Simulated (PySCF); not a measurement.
**Excitation energy of F by level of theory**

F [He] 2s2 2p5 (2P) → F [He] 2s1 2p6 (2S), as a difference of total energies. Calculation: PySCF 2.14, in aug-cc-pwCVQZ; the non-relativistic Hamiltonian (point nucleus). Correlated levels: valence: 1s2 frozen; valence and next inner shell: nothing frozen. The calculations carry no spin-orbit coupling.

| method | excitation energy (eV) |
| --- | --- |
| UHF | 23.873 |
| LDA | 18.251 |
| PBE | 18.906 |
| PBE0 | 20.162 |
| r2SCAN | 20.626 |
| PW91 | 18.878 |
| BHandHLYP | 21.260 |
| TPSSh | 20.086 |
| MP2 (valence) | 21.867 |
| SCS-MP2 (valence) | 21.755 |
| MP2 (valence and next inner shell) | 21.785 |
| SCS-MP2 (valence and next inner shell) | 21.706 |

Question: How much does correlation contribute at MP2 (valence and next inner shell)?

Answer: 21.785 − (23.873) = -2.088 eV, measured against UHF.

A first-order spin-orbit estimate (lowest level to lowest level, LS coupling) adds 0.017 eV.

The upper state lies above the first ionisation limit, where it may autoionise and the basis confines it.
